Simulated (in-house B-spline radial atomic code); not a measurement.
Inner levels of aluminium as electrons are removed. A shift is the extra binding of the orbital against the neutral atom ([Ne] 3s2 3p1/2(1)). The density at the nucleus is averaged over the nuclear charge. Computed with a B-spline radial code for spherical atoms: Dirac-Hartree-Fock, jj configuration that fills j = l - 1/2 first, finite nuclei.

A number in brackets counts the electrons of a j subshell.

| ion | configuration | shift of 1s1/2 (eV) | radius of 1s1/2 (bohr) | Σ<r²> (bohr²) | change of density at nucleus (bohr⁻³) |
| --- | --- | --- | --- | --- | --- |
| Al | [Ne] 3s2 3p1/2(1) | 0 | 0.11991 | 33.391 | - |
| Al+ | [Ne] 3s2 | 8.4787 | 0.11991 | 17.224 | 1.0028 |
| Al2+ | [Ne] 3s1 | 20.816 | 0.11991 | 9.3319 | -1.2763 |
| Al3+ | [He] 2s2 2p6 | 35.164 | 0.11991 | 3.627 | -4.9029 |
| Al4+ | [He] 2s2 2p1/2(2) 2p3/2(3) | 78.855 | 0.1198 | 2.8785 | 1.9277 |
| Al5+ | [He] 2s2 2p1/2(2) 2p3/2(2) | 127.3 | 0.11966 | 2.2692 | 9.7016 |
| Al6+ | [He] 2s2 2p1/2(2) 2p3/2(1) | 180.41 | 0.11947 | 1.765 | 18.422 |
| Al7+ | [He] 2s2 2p1/2(2) | 238.09 | 0.11925 | 1.3424 | 28.101 |
| Al8+ | [He] 2s2 2p1/2(1) | 300.17 | 0.11899 | 0.98194 | 38.669 |
| Al9+ | [He] 2s2 | 366.86 | 0.11868 | 0.67654 | 50.259 |
| Al10+ | [He] 2s1 | 427.99 | 0.11865 | 0.3411 | -11.186 |
| Al11+ | 1s2 | 491.81 | 0.11848 | 0.0376 | -80.19 |
| Al12+ | 1s1 | 709.07 | 0.11504 | 0.017658 | -749.09 |
